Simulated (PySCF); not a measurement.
## NaGa⁺ at PBEsol

Level: PBEsol. Na cc-pVDZ, Ga cc-pVDZ-PP with ECP10; scalar-relativistic core potentials (PySCF 2.14).

| Property | Result |
| --- | --- |
| state | ²Σ⁺ (doublet), unpaired electrons σ ↑ |
| bond length | 3.443 Å |
| harmonic wavenumber | 103 cm⁻¹ |
| force constant | 0.107 mdyn/Å |
| rotational constant Be | 0.08249 cm⁻¹ |
| anharmonicity ωexe | 0.481 cm⁻¹ |
| vibration–rotation constant αe | 0.000626 cm⁻¹ |
| well depth De to Na⁺ + Ga | 1.05 eV |
| dissociation energy D0 | 1.04 eV |
| bond order (Mayer) | 0.55 |
| dipole moment (positive dipole points towards Ga; it is taken about the centre of mass and depends on that origin) | -6.93 D |

Spin–orbit coupling is left out. For an ion De counts to the pair picked by the measured ionisation energies or electron affinities, which need not be the lowest pair at this level. The state is the lowest determinant that a PBE0 search found; another state may lie lower at other levels.
